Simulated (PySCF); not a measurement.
**Calculated NMR data**

PySCF calculation with GIAO PBE0/pcSseg-1 shieldings and coordinates at the GFN2-xTB level; no relativistic terms, no solvent, fast rotation and ring inversion assumed for equivalent nuclei, single conformer.

Shifts are taken against calculated references (same method and geometry level): TMS for ¹H (σref 31.72), ¹³C (σref 186.93). Splittings of carbon signals by F and P are missing where no couplings were computed. Where no couplings were computed, multiplicities follow the n + 1 count of equivalent neighbours, and m marks all less simple cases (inequivalent or close neighbours, rings, F or P nearby). Shifts are as computed. Against solution values, carbons near 30 ppm lie about +3 ppm off and those near 130 ppm about +5 ppm. Of 1211 compounds with measured shifts, 218 miss one by over three times the rms of a fit or turn the order of signals round; such compounds aren't used in these exercises. OH and NH positions are gas-phase values without hydrogen bonding to other molecules.

Compound 1 (CH₁₂OSi₄). ¹H NMR (400 MHz, computed): δ 5.38 (d, 2H), 3.67 (s, 3H), 3.64 (d, 6H), 2.91 (m, 1H). ¹³C{¹H} NMR (computed): δ 56.7. Structure: SMILES [SiH2](OC)[SiH]([SiH3])[SiH3].

Compound 2 (C₅H₉F₃NP). ¹H NMR (400 MHz, computed): δ 7.81 (m, 1H), 5.74 (m, 1H), 2.20 (d, 3H), 1.56 (m, 3H), 0.75 (br s, 1H). ¹³C{¹H} NMR (computed): δ 164.7 (CH), 134.1 (C), 121.3 (CH), 24.0 (CH3), 18.2 (CH3). Structure: SMILES C/C=C/[P@](C)(=N)C(F)(F)F.
